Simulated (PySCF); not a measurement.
# Identify the compound

Molecular formula: C₁₂H₁₇OP. Simulated spectra:

1H NMR (400 MHz, computed): δ 8.23 (m, 1H), 7.49 (m, 1H), 7.46 (m, 1H), 7.44 (m, 1H), 2.12 (m, 1H), 1.69 (m, 1H), 1.69 (m, 1H), 1.58 (m, 1H), 1.36 (m, 3H), 1.29 (s, 3H), 1.19 (s, 3H).

13C{1H} NMR (computed): δ 154.6 (C), 138.2 (CH), 137.5 (C), 136.6 (CH), 131.8 (CH), 131.5 (CH), 38.7 (CH2), 36.0 (C), 33.8 (CH3), 33.0 (CH3), 26.1 (CH2), 19.4 (CH3).

All values are calculated (PySCF 2.14): geometry from PBE0-D3(BJ)/def2-SVP, shielding tensors at PBE0/pcSseg-1 (GIAO). Averaged over atoms made equivalent by symmetry, fast rotation or ring inversion, relativity neglected, no solvent model, a single conformation.

References, each an isolated molecule treated in the same way: 1H and 13C against TMS.

**Question.** Deduce the structure.

**Answer.** 
12 carbon signals for 12 carbons: no two carbons are equivalent. Carbon types of the structure: 3 × C, 4 × CH, 2 × CH2, 3 × CH3, which accounts for all hydrogens. δC 154.6, 137.5: substituted aromatic carbon. δC 138.2, 136.6, 131.8, 131.5: aromatic CH; the aromatic region. δC 38.7: sp3 CH2 in a ring; a saturated carbon with 2 carbon neighbours and no heteroatom attached. δC 36.0: quaternary sp3 carbon on an aromatic ring; saturated and bonded to C and H only. δC 33.8, 33.0: methyl carbon; aliphatic region, no heteroatom directly attached. δH 8.23, 7.49, 7.46, 7.44: hydrogen on an aromatic CH; the ring current deshields protons in the ring plane. δH 1.69, 1.58: hydrogen on an sp3 CH2 in a ring.

Structure: `CC1(C)CC[P@](C)(=O)c2ccccc21`.

This is the structure that produced the data.

Splittings by 31P in the carbon and heteronuclear signals aren't shown, as no couplings were computed. Shifts are as computed. Against solution values, carbons near 30 ppm lie about +2 ppm off and those near 130 ppm about +5 ppm. Of 1211 compounds with measured shifts, 218 miss one by over three times the rms of a fit or turn the order of signals round; such compounds aren't used in these exercises. Multiplicities follow the n + 1 count of equivalent neighbours, as no J values were calculated; m marks all less simple cases, F and P coupling included.
